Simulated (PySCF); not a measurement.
C5H9FS (charge +1 and doublet state).
Z-matrix (Å and degrees, GFN2-xTB geometry), rows numbered from 1:
```
C 
C   1  1.5044
C   2  1.5257  1  113.77
C   3  1.5028  2  111.11  1   156.70
F   4  1.3334  3  114.27  2  -165.68
C   4  1.4768  3  124.38  2    40.17
S   6  1.8035  4   69.01  3  -102.22
H   1  1.0890  2  111.88  3   -56.69
H   1  1.0937  2  110.00  3    61.46
H   1  1.0868  2  111.23  3  -179.36
H   2  1.0940  1  110.58  3  -126.31
H   2  1.1206  1  108.89  3   118.81
H   3  1.0938  2  110.59  1    36.86
H   3  1.0948  2  111.17  1   -81.76
H   6  1.0834  4  119.92  7   108.76
H   6  1.0867  4  117.68  7  -106.68
```

As a line formula: `CCC[C@]1(F)C[S+]1` [radical] (charge +1).

Computed with UKS B3LYP, pcH-1 on C F H S, non-relativistic, mean-field spin-orbit, GIAO (PySCF). Isolated species at its GFN2-xTB geometry (one conformer only). The geometry wasn't refined by DFT: couplings that depend on bond lengths, twists or pyramidal angles can differ widely from those at the functional's own minimum, by a factor of two or more for some ions and for spin on atoms past the first row.

Output of the driver script. Atoms in this output count from 0.

```
UKS, coarse grid
  cycle   1  E = -693.56654854  |g| = 4.87e-01
  cycle   2  E = -693.26372104  |g| = 9.06e-01
  cycle   3  E = -693.65147800  |g| = 1.30e-01
  cycle   4  E = -693.66084726  |g| = 6.55e-02
  cycle   5  E = -693.66266745  |g| = 2.18e-02
  cycle   6  E = -693.66289714  |g| = 7.87e-03
  cycle   7  E = -693.66293016  |g| = 2.20e-03
  cycle   8  E = -693.66293344  |g| = 1.08e-03
  cycle   9  E = -693.66293390  |g| = 3.27e-04
UKS, final grid
  cycle   1  E = -693.66293521  |g| = 3.88e-04
  cycle   2  E = -693.66293512  |g| = 5.85e-04
  cycle   3  E = -693.66293530  |g| = 6.22e-05
  cycle   4  E = -693.66293530  |g| = 2.74e-05
E = -693.66293530 Eh   <S^2> = 0.7541 (exact 0.7500)
g shifts (ppm)      1          2          3
  rmc          -241       -241       -241
  gc             -6         40         44
  oz_so         328      16630      32532
  total          81      16430      32335
hyperfine (MHz)  atom isotope    a_iso     a_fc   dipolar eigenvalues
    0   13C      -2.06      -2.06     -2.84     -2.47      5.31
    1   13C      16.26      16.26    -12.36    -11.86     24.22
    2   13C      -2.69      -2.69     -1.05      0.26      0.78
    3   13C      -4.43      -4.43     -3.60      1.06      2.54
    4   19F       6.88       6.88    -17.03    -10.30     27.34
    5   13C     -13.94     -13.94     -4.47     -0.50      4.97
    6   33S      24.65      24.65    -87.60    -82.07    169.68
    7    1H       9.75       9.75     -2.28     -0.96      3.23
    8    1H      60.93      60.93     -2.52     -1.20      3.72
    9    1H       1.50       1.50     -2.08     -0.92      3.00
   10    1H      16.78      16.78     -5.98     -0.11      6.09
   11    1H     104.95     104.95    -17.21     -7.25     24.45
   12    1H      -0.25      -0.25     -2.48     -0.62      3.10
   13    1H      -2.88      -2.88     -1.95     -0.53      2.49
   14    1H      66.21      66.21     -3.97     -2.98      6.95
   15    1H      78.28      78.28     -4.91     -2.18      7.09
```

Question: The SCF converged. Which of these numbers needs a check, and why?

Answer: The largest g shift is +0.032, past the limit of 0.03 at which the run flags a species of elements up to argon. The orbital-Zeeman/spin–orbit term is second order, a sum of spin–orbit matrix elements over excitation energies, so it grows and becomes less reliable as an excited state comes close; a shift of this size calls for a check with another method. The contact and dipolar couplings don't rest on that expansion, but they belong to the state that the SCF found, and a close-lying state with the spin in another orbital would have other couplings; no stability test was run. The run left out the spin–orbit part of the hyperfine coupling.

Question: Where is the spin in this solution (atoms counted from 1)?

Answer: The largest Mulliken spin populations are on S7 (+0.85) and C2 (+0.10). S7 is the only atom above +0.15. The unrestricted determinant has ⟨S²⟩ = 0.7541 (exact 0.7500), so spin contamination is small. 

Question: Average a_iso over equivalent nuclei, turn it into first-order splittings with g = 2.0023, and give the multiplets for abundant isotopes (0.05 mT or more).

Answer: 
| nuclei (from 1) | isotope | I | position | a_iso (MHz) | \|a\| (mT) | splits into |
| --- | --- | --- | --- | --- | --- | --- |
| H12 | 1H | 1/2 | 4 bonds from S7 | 105.0 | 3.75 | 1:1 doublet |
| H16 | 1H | 1/2 | 2 bonds from S7 | 78.3 | 2.79 | 1:1 doublet |
| H15 | 1H | 1/2 | 2 bonds from S7 | 66.2 | 2.36 | 1:1 doublet |
| H8/H9/H10 | 1H | 1/2 | 5 bonds from S7 | 24.1 | 0.86 | 1:3:3:1 quartet |
| H11 | 1H | 1/2 | 4 bonds from S7 | 16.8 | 0.60 | 1:1 doublet |
| F5 | 19F | 1/2 | 2 bonds from S7 | 6.9 | 0.25 | 1:1 doublet |
| H14 | 1H | 1/2 | 3 bonds from S7 | -2.9 | 0.10 | 1:1 doublet |

Nuclei that the bonding pattern makes equivalent are averaged, as if the motion that swaps them (rotation, inversion, ring flip) were fast. The three 1H nuclei of mean +24.1 MHz run from 1.5 to 60.9 MHz in the frozen geometry.
